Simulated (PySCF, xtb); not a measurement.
Sn(OH)(NH2)3 (H7N3OSn), SMILES [OH][Sn]([NH2])([NH2])[NH2].

xtb with GFN2-xTB at its own geometry gives an orbital gap of 4.07 eV and a dipole moment of 0.95 D.

Geometry optimised at PBE0-D3(BJ)/def2-SVP. The def2 effective core potentials stand for the cores of Sn; spin–orbit coupling is left out. One conformer was computed; it need not be the lowest.

Task: What does M06-2X/def2-TZVP run with PySCF give? (Estimate from the structure and the level; the computed values follow.)

Result: gap 9.06 eV (levels -8.92 and 0.14 eV), dipole 1.26 D.
